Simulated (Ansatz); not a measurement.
Correlation energies of CH5AlFNO (`[NH2][AlH][O]CF`) by basis set

```json
{"atom": "N1", "x (Å)": "-0.6793", "y (Å)": "-1.7971", "z (Å)": "-0.0695"}
{"atom": "Al2", "x (Å)": "-1.1444", "y (Å)": "-0.1684", "z (Å)": "-0.5374"}
{"atom": "O3", "x (Å)": "-0.1312", "y (Å)": "1.1678", "z (Å)": "-0.2357"}
{"atom": "C4", "x (Å)": "1.0807", "y (Å)": "1.3599", "z (Å)": "0.3304"}
{"atom": "F5", "x (Å)": "1.6204", "y (Å)": "0.1567", "z (Å)": "0.7794"}
{"atom": "H6", "x (Å)": "-1.2334", "y (Å)": "-2.6234", "z (Å)": "-0.2206"}
{"atom": "H7", "x (Å)": "0.1883", "y (Å)": "-2.0202", "z (Å)": "0.3908"}
{"atom": "H8", "x (Å)": "-2.5055", "y (Å)": "0.1505", "z (Å)": "-1.2533"}
{"atom": "H9", "x (Å)": "1.0078", "y (Å)": "2.0097", "z (Å)": "1.2104"}
{"atom": "H10", "x (Å)": "1.7967", "y (Å)": "1.7645", "z (Å)": "-0.3945"}
```

Total charge 0; spin multiplicity 1. The geometry is a stationary point of PBE0-D4/def2-TZVP. It is one conformer, not always the lowest. Frozen core, restricted reference, Ansatz. CBS rows extrapolate triple and quadruple zeta; past MP2 they add the triple-zeta difference.

```
     basis     HF (Eh)  MP2 corr.  CCSD corr.       (T)  CCSD(T) total
  def2-SVP  -511.24854   -0.73584    -0.77303  -0.01696     -512.03853
def2-TZVPP  -511.66780   -0.94523    -0.97192  -0.03342     -512.67314
def2-QZVPP  -511.68809   -1.02166           –         –              –
 CBS(def2)  -511.69088   -1.07827    -1.10496     as TZ     -512.82926
```
